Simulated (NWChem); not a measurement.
The numbers come from NWChem runs, not from measurements. System: C2H2N2O, charge 0, spin multiplicity 1, at a geometry optimised with PBE/def2-SVP. The structure started from a generated list of species. Level: CR-CCSD(T)/STO-3G, 5 core orbitals frozen.

NWChem printed:

```
             Northwest Computational Chemistry Package (NWChem) 7.3.0
             --------------------------------------------------------

                                NWChem Input Module
                                -------------------

 Scaling coordinates for geometry "geometry" by  1.889725989
 (inverse scale =  0.529177249)

 Turning off AUTOSYM since
 SYMMETRY directive was detected!

                             Geometry "geometry" -> ""
                             -------------------------

 Output coordinates in angstroms (scale by  1.889725989 to convert to a.u.)

  No.       Tag          Charge          X              Y              Z
 ---- ---------------- ---------- -------------- -------------- --------------
    1 C                    6.0000     1.05620200     0.00000000    -0.27143800
    2 N                    7.0000     0.69736600     0.00000000     0.97923900
    3 N                    7.0000    -0.69736600     0.00000000     0.97923900
    4 C                    6.0000    -1.05620200     0.00000000    -0.27143800
    5 O                    8.0000     0.00000000     0.00000000    -1.13267100
    6 H                    1.0000     2.06673400     0.00000000    -0.69536000
    7 H                    1.0000    -2.06673400     0.00000000    -0.69536000

 Effective nuclear repulsion energy (a.u.)     163.9977026962

            Nuclear Dipole moment (a.u.)
            ----------------------------
        X                 Y               Z
 ---------------- ---------------- ----------------
     0.0000000000     0.0000000000     0.0000037795

      Symmetry information
      --------------------

 Group name             C2v
 Group number             16
 Group order               4
 No. of unique centers     4

      Symmetry unique atoms

     1    2    5    6


 Summary of "ao basis" -> "" (spherical)
 ------------------------------------------------------------------------------
       Tag                 Description            Shells   Functions and Types
 ---------------- ------------------------------  ------  ---------------------
 *                           sto-3g                   on all atoms

 Summary of "ao basis" -> "ao basis" (spherical)
 ------------------------------------------------------------------------------
       Tag                 Description            Shells   Functions and Types
 ---------------- ------------------------------  ------  ---------------------
[...]
     2   1 0 1      0.000000      0.000000     -0.000000
     2   0 2 0    -18.776899      0.000000      0.000000
     2   0 1 1     -0.000000      0.000000      0.000000
     2   0 0 2    -23.443001      0.000000     91.203087

                   NWChem Extensible Many-Electron Theory Module
                   ---------------------------------------------


            General Information
            -------------------
      Number of processors :     1
         Wavefunction type : Restricted Hartree-Fock
          No. of electrons :    36
           Alpha electrons :    18
            Beta electrons :    18
           No. of orbitals :    54
            Alpha orbitals :    27
             Beta orbitals :    27
        Alpha frozen cores :     5
         Beta frozen cores :     5
     Alpha frozen virtuals :     0
      Beta frozen virtuals :     0
         Spin multiplicity : singlet
    Number of AO functions :    27
       Number of AO shells :    17
        Use of symmetry is : on
      Symmetry adaption is : on
         Schwarz screening : 0.10D-09

          Correlation Information
          -----------------------
          Calculation type : Coupled-cluster singles & doubles w/ perturbation
   Perturbative correction : Completely renormalized (T)
            Max iterations :      100
        Residual threshold : 0.10D-05
     T(0) DIIS level shift : 0.00D+00
     L(0) DIIS level shift : 0.00D+00
     T(1) DIIS level shift : 0.00D+00
     L(1) DIIS level shift : 0.00D+00
     T(R) DIIS level shift : 0.00D+00
     T(I) DIIS level shift : 0.00D+00
   CC-T/L Amplitude update :  5-th order DIIS
                I/O scheme : Global Array Library
        L-threshold :  0.10D-05
        EOM-threshold :  0.10D-05
 no EOMCCSD initial starts read in
 TCE RESTART OPTIONS
 SLICE:      F
 D4D5:       F
 quantumc:   F
 qrotation:  F
 pwtce:      F
 qducc:      F
 nacto:                         0
 nrotv:                         0
 nrot:                          0

            Memory Information
            ------------------
          Available GA space size is     249036071 doubles
          Available MA space size is     104855988 doubles

 Maximum block size supplied by input
 Maximum block size        24 doubles

 tile_dim =      6

 -------------------------------------------------

 Global array virtual files algorithm will be used

 Parallel file system coherency ......... OK

 4-electron integrals stored in orbital form

 v2    file size   =            14410
 4-index algorithm nr.  13 is used
 imaxsize =       30
 imaxsize ichop =        0


CCSD iterations
 ---------------------------------------------------------
 Iter          Residuum       Correlation     Cpu    Wall
 ---------------------------------------------------------
    1   0.1445049328579  -0.2905590730303     0.3     0.3
    2   0.0552102565025  -0.3155553080405     0.3     0.3
    3   0.0256446949494  -0.3249340753411     0.3     0.3
    4   0.0130912240017  -0.3278483855558     0.3     0.3
    5   0.0070392721544  -0.3293734490547     0.3     0.3
    6   0.0013270646628  -0.3306829437530     0.3     0.3
    7   0.0006067297195  -0.3307502287363     0.3     0.3
    8   0.0003652845868  -0.3307540774657     0.3     0.3
    9   0.0002197277479  -0.3307554590653     0.3     0.3
   10   0.0001380496195  -0.3307581704605     0.3     0.3
   11   0.0000204678528  -0.3307609558049     0.4     0.4
   12   0.0000088847258  -0.3307631845449     0.4     0.4
   13   0.0000045368737  -0.3307642523651     0.5     0.5
   14   0.0000025680474  -0.3307646034669     0.3     0.3
   15   0.0000015096613  -0.3307647930903     0.3     0.3
   16   0.0000004545710  -0.3307649608865     0.3     0.3
 -----------------------------------------------------------------
 Iterations converged
 CCSD correlation energy / hartree =        -0.330764960886550
 CCSD total energy / hartree       =      -257.588345012113507

 Singles contributions

 Doubles contributions
    19b2  (alpha)    19b2  (beta ) ---    18a2  (alpha)    18a2  (beta )       -0.1166547676
 CR-CCSD(T)

 CR-CCSD[T]  correction energy / hartree =        -0.008676577492595
 CR-CCSD[T] correlation energy / hartree =        -0.339441538379145
 CR-CCSD[T] total energy / hartree       =      -257.597021589606129
 CR-CCSD(T)  correction energy / hartree =        -0.007944583962317
 CR-CCSD(T) correlation energy / hartree =        -0.338709544848868
 CR-CCSD(T) total energy / hartree       =      -257.596289596075849

 Task  times  cpu:        6.8s     wall:        6.8s

 Total times  cpu:        6.9s     wall:        6.9s
```

**Question.** Write an NWChem input that would produce this output.

**Answer.** Several could match; the one computed here: 
```
start mol
memory heap 100 mb stack 700 mb global 1900 mb
geometry units angstroms nocenter noautoz
  C      1.056202     0.000000    -0.271438
  N      0.697366     0.000000     0.979239
  N     -0.697366     0.000000     0.979239
  C     -1.056202     0.000000    -0.271438
  O      0.000000     0.000000    -1.132671
  H      2.066734     0.000000    -0.695360
  H     -2.066734     0.000000    -0.695360
  symmetry group C2v
end
basis spherical
  * library sto-3g
end
scf
  rhf
  nopen 0
  maxiter 100
  thresh 1e-7
  semidirect memsize 60000000 filesize 0
end
tce
  freeze core 5
  cr-ccsd(t)
  2eorb
  2emet 13
  thresh 1e-6
  maxiter 100
  tilesize 24
end
task tce energy
```
